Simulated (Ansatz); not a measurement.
CHGeNO, SMILES `[C-]#[N+][Ge][OH]` (excited triplet) (charge 0, multiplicity 3). This triplet is an excited state, 2.82 eV above the relaxed singlet at the level frozen-core CCSD(T)/cc-pVTZ // B3LYP-D3(BJ)/def2-TZVP (Ansatz, a quantum-chemistry and plane-wave program).

Cartesian coordinates (Å):
```xyz
5

C      2.5214     0.0065    -0.4050
N      1.3757     0.2573    -0.2908
Ge    -0.3571     0.8659    -0.1088
O     -1.6053    -0.4266    -0.2790
H     -1.9347    -0.7032     0.5872
```
Charge 0, spin multiplicity 3.

Give the natural occupations of the active orbitals, the CASSCF energy and the corrected energy for frozen-core fic-MRCISD+Q@CASSCF(6e,6o)/cc-pVTZ // B3LYP-D3(BJ)/def2-TZVP (Ansatz).


| Quantity | Result |
|---|---|
| natural occupations | 1.95, 1.95, 1.00, 1.00, 0.05, 0.05 |
| CASSCF energy | -2243.2294 Ha |
| corrected energy | -2243.8881 Ha |
| weight of the reference | 0.876 |
